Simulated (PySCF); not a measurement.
## How methods differ on the electron affinity of Ge

Ge⁻ [Ar] 3d10 4s2 4p3 (4S) → Ge [Ar] 3d10 4s2 4p2 (3P), as a difference of total energies. Computed with PySCF 2.14 in aug-cc-pVTZ-PP with ECP10MDF, with scalar relativity through the core potential. Correlated levels: valence: 3s2 3p6 3d10 frozen. The calculations carry no spin-orbit coupling.

```
           method  electron affinity (eV)  difference from reference (eV)
              UHF                   0.837                          -0.396
    MP2 (valence)                   1.303                          +0.070
SCS-MP2 (valence)                   1.137                          -0.096
   CCSD (valence)                   1.276                          +0.043
CCSD(T) (valence)                   1.324                          +0.091
```

Reference: 1.233 eV (measured; photodetachment measurements, as compiled on the Wikipedia data page of electron affinities).

The reference lies between the lowest fine-structure levels, while these numbers refer to the centres of the terms.

Errors of the correlated levels include the incompleteness of this basis and the frozen core.
